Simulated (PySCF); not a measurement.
# Gas-phase XPS of (ClAlNH)3 ring, computed

Compound: (ClAlNH)3 ring, Al3Cl3H3N3.
Cartesian coordinates in Å at the PBE0-D3(BJ)/def2-SVP level; atoms count from 1:
```xyz
12
Al3Cl3H3N3 angstrom
Al    -0.0911   -1.2741   -1.2819
Cl    -0.1739   -2.7452   -2.7755
N      1.4580   -0.8271   -0.5257
Al     1.6130    0.4257    0.7295
Cl     3.4771    0.9291    1.5607
N      0.1040    1.2264    1.2373
Al    -1.4991    0.8343    0.5651
Cl    -3.2450    1.7823    1.2481
N     -1.5414   -0.4133   -0.7063
H      2.2953   -1.3131   -0.8382
H      0.1587    1.9412    1.9591
H     -2.4400   -0.6491   -1.1213
```

Theory: delta-SCF UKS SCAN, pcX-2 on the ionised atom, pcseg-1 elsewhere, spin-free X2C (PySCF). Binding energies are ΔSCF values: E(core-ionised, relaxed orbitals) − E(ground state) at a fixed geometry, referred to the vacuum level.

**Question.** List the computed XPS lines with their assignment.

**Answer.** 
| atom(s) | bonded to | level | binding energy (eV) | 2p1/2 (eV) | count |
| --- | --- | --- | --- | --- | --- |
| Al1/Al4/Al7 | Cl and 2 N | Al 1s | 1567.54 | – | 3 |
| Cl2/Cl5/Cl8 | Al | Cl 2p3/2 | 205.80 | 207.45 | 3 |
| Cl2/Cl5/Cl8 | Al | Cl 1s | 2828.40 | – | 3 |
| N3/N6/N9 | H and 2 Al | N 1s | 403.99 | – | 3 |

**Question.** What is the longest wavelength that can ionise N 1s of N3/N6/N9 vertically?

**Answer.** λ = hc/E = 12398.42 eV Å / 403.99 eV = 30.690 Å.

**Question.** Which effective nuclear charge Zeff reproduces each element's mean 1s value in the hydrogen-like formula E = 13.606 eV × Zeff²?

**Answer.** N (Z = 7): mean 404.0 eV, Zeff = 5.45, Z − Zeff = 1.55; Al (Z = 13): mean 1567.5 eV, Zeff = 10.73, Z − Zeff = 2.27; Cl (Z = 17): mean 2828.4 eV, Zeff = 14.42, Z − Zeff = 2.58. Means run over the listed sites, weighted by atom count.

The first atom of each set that the bonding makes equivalent was ionised and stands for the set. The 2p values add to the ΔSCF energy of one spin-free hole a correction within the shell (spin–orbit coupling, ligand field). 2p1/2 minus 2p3/2 (ligand field included): Cl 1.65 eV. Geometry: PBE0-D3(BJ)/def2-SVP, one conformer, isolated molecule.

The run took 37 s of wall time on an Arm Neoverse V2 with one thread, no GPU (shared host), and the process peaked at 0.76 GiB of memory.
